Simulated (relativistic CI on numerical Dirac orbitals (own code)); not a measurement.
**Pt4+ (5d6) in a crystal field**

Calculated by Dirac-Coulomb-Breit CI, KLI orbitals optimised for each configuration, model QED (radiative potential, 1s self-energy scaled to tabulated hydrogen-like ionisation energies), one configuration in a parametric crystal field, unscaled Slater integrals (own radial code). With so little scaling, terms lie 10 to 35 % too far apart, which can change the order of excited levels.

Field parameters in Wybourne normalisation: Oh B⁴₀ = 21Dq, B⁴₄ = √(5/14) B⁴₀. The field is a parameter set, without covalency.

S is read from ⟨S²⟩ = S(S + 1).

Levels (cm⁻¹, degeneracy): 0 (1), 2470 (2), 3277 (3), 3308 (3), 6710 (3), 8748 (3), 10353 (1), 14203 (2), 15196 (3), 16659 (3), 18349 (2), 20816 (3).

Problem. Which field gives this pattern?
A. Oh, 10Dq = 42500 cm⁻¹
B. Oh, 10Dq = 8500 cm⁻¹
C. Oh, 10Dq = 28900 cm⁻¹
D. Oh, 10Dq = 15300 cm⁻¹

Solution. D. Oh, 10Dq = 15300 cm⁻¹, ground level with S = 1.13.
